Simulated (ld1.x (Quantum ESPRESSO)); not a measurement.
# Scattering properties, TM potential for titanium

ld1.x (Quantum ESPRESSO) 7.5 input, shortened:

```
&input
   title='Ti', zed=22., rel=1, dft='PBE', iswitch=3,
   config='[Ar] 3d2 4s2 4p0'
 /
 &inputp
   pseudotype=2, tm=.true., lloc=2,
   nlcc=.false.
 /
3
3S  1  0   2.00   0.00  0.95  0.95  0.0
3P  2  1   6.00   0.00  1.64  1.64  0.0
3D  3  2   2.00   0.00  2.50  2.50  0.0
 &test
   configts(1)='3s2 3p6 3d2 4s2 4p0'
 /
```

Occupied shells without a wave of their own: 4s. They enter only through the test configuration that unscreens the potential.

The phase is arctan(r·u′/u) with u = r·R(r), unwrapped; energies in Ry, scanned from -7 to 5 Ry. A pole is an energy at which the radial function vanishes at the test radius. The pseudo phase is shifted by a multiple of π to meet the all-electron one at the reference energy, and phase errors are pseudo minus all-electron; the curves can meet again beyond the range given. Levels narrower than the energy grid can be missing from the lists of poles.

Question: For each channel, where are the poles, and over which energies does the pseudopotential scatter like the atom?

Answer:

```
channel  radius (bohr)  reference energy (Ry)  poles, all-electron  poles, pseudo  unbroken range about the reference energy with phases within 0.05 rad  phase error 1 Ry above the reference energy (rad)
      s           2.69                  -4.60          -4.58, 2.12    -4.58, 1.26                                                             below -0.9                                             +0.004
      p           2.69                  -2.86          -2.81, 3.00    -2.81, 3.03                                                             below -0.6                                             +0.010
      d           2.69                  -0.31          -0.06, 4.36          -0.04                                                              below 0.5                                             +0.067
```

Phases in the p channel:

| E (Ry) | all-electron | pseudo |
| --- | --- | --- |
| -7.00 | 1.423 | 1.424 |
| -6.48 | 1.417 | 1.418 |
| -5.96 | 1.409 | 1.410 |
| -5.44 | 1.400 | 1.402 |
| -4.92 | 1.389 | 1.391 |
| -4.40 | 1.375 | 1.377 |
| -3.88 | 1.355 | 1.358 |
| -3.36 | 1.316 | 1.320 |
| -2.84 | -1.452 | -1.451 |
| -2.32 | -1.789 | -1.782 |
| -1.80 | -1.842 | -1.831 |
| -1.28 | -1.903 | -1.884 |
| -0.76 | -1.999 | -1.962 |
| -0.24 | -2.196 | -2.106 |
| 0.28 | -2.749 | -2.458 |
| 0.80 | -3.848 | -3.426 |
| 1.32 | -4.356 | -4.216 |
| 1.84 | -4.543 | -4.489 |
| 2.36 | -4.638 | -4.615 |
| 2.88 | -4.700 | -4.694 |
| 3.40 | -4.748 | -4.755 |
| 3.92 | -4.793 | -4.816 |
| 4.44 | -4.841 | -4.891 |
| 4.96 | -4.903 | -5.020 |
